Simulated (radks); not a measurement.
The numbers below are computed, except where a source is named.
Species: the selenium ion Se4+. Configuration: [Ar] 3d10 4s2. Level of theory: Dirac Kohn-Sham, LDA (Slater exchange, Perdew-Wang correlation), spin-unpolarised, spherical densities, finite nucleus; Fermi nuclear charge, rms radius 4.14 fm (a radial shooting solver on a logarithmic mesh with Libxc functionals).

Spin-orbit splittings of the eigenvalues, e(l+1/2) - e(l-1/2), with zeta = 2 splitting/(2l+1) and mean radii in bohr:

shell  occ.  splitting (eV)  zeta (eV)  <r> j=l-1/2  <r> j=l+1/2
2p        6           41.69      27.80       0.1686       0.1724
3p        6           5.903      3.935       0.5820       0.5926
3d       10               ?          ?       0.6215       0.6256
4p        0          0.6933     0.4622        1.768        1.791

Estimate the 3d splitting.

Answer. 0.9077 eV (zeta = 0.3631 eV).
